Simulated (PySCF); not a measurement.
C₂BrClF₂, SMILES F/C(Cl)=C(\F)Br. Geometry: TPSSh-D3(BJ)/def2-SVP.

Level of theory: TPSSh-D3(BJ)/def2-SVP run with PySCF 2.14.0.

Harmonic wavenumbers (cm⁻¹): 136, 138, 310, 333, 346, 402, 522, 524, 928, 1171, 1228, 1745. Rotational constants (GHz): 2.699, 1.237, 0.8484; symmetry number 1.

**Question.** Work out the zero-point energy and the ideal-gas rigid-rotor harmonic-oscillator thermochemistry at 298.15 K and 1 atm.

**Answer.** ZPE = ½ Σ hcν = ½ × 7784 cm⁻¹ = 11.13 kcal/mol. H − E(el) = 15.56 kcal/mol. Entropy in cal/(mol K): translation 41.43, rotation 29.12, vibration 11.85, total 82.39. G − E(el) = -9.00 kcal/mol. Cp = 21.40 cal/(mol K). Modes under 150 cm⁻¹ make the vibrational entropy uncertain.
